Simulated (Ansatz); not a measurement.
Stepwise reaction of `[F][Ge]([F])([F])[Cl]` with hydrogen, as a gas-phase model of exchange steps in deposition or etching. ΔE in kJ/mol; ΔG adds harmonic PBE0-D4 terms to CCSD(T)/CBS, at 1 bar.

Program: Ansatz. Geometries: PBE0-D4/def2-TZVP. ΔE: electronic, gas phase. CCSD(T)/CBS adds triple-zeta CCSD(T) − MP2 to the extrapolated MP2 energy (def2 sets, frozen cores). This one scheme is used for every species. DFT in def2-TZVPP. B3LYP here is the variant with VWN-RPA as its local correlation; programs differ in this. For Ge outer-core shells are correlated without core-valence functions, which leaves a few kJ/mol of doubt a bond. Scalar relativity is left out up to krypton.

```
step                                                  reaction  PBE-D4  B3LYP-D4  ωB97M-V  CCSD(T)/CBS  ΔG(500 K)
   1  `[F][Ge]([F])([F])[Cl]` + H₂ → `[F][GeH]([F])[Cl]` + H–F    28.2      31.0     32.3         26.7       21.4
   3                 `[F][GeH2][Cl]` + H₂ → `[Cl][GeH3]` + H–F    42.2      45.6     44.3         37.7       41.8
```

Task: Give the row of step 2, `[F][GeH]([F])[Cl]` + H₂ → `[F][GeH2][Cl]` + H–F. (An estimate is asked.)

Result: Computed: 
| step | reaction | PBE-D4 | B3LYP-D4 | ωB97M-V | CCSD(T)/CBS | ΔG(500 K) |
| --- | --- | --- | --- | --- | --- | --- |
| 2 | `[F][GeH]([F])[Cl]` + H₂ → `[F][GeH2][Cl]` + H–F | 46.2 | 48.9 | 48.9 | 42.8 | 42.3 |

Task: By hand: ΔE of the 3 steps together at CCSD(T)/CBS.

Result: (26.7) + (42.8) + (37.7) = 107.2 kJ/mol, or 35.7 kJ/mol a step.

In ΔE step 1 is the lowest and step 2 the highest. All are uphill at CCSD(T)/CBS. ΔG lies between 21.4 and 42.3 kJ/mol a step. PBE-D4 differs from CCSD(T)/CBS by 1.5 to 4.5 kJ/mol a step. Isolated molecules leave out the surface, adducts and barriers. Largest T1 diagnostic: 0.012.
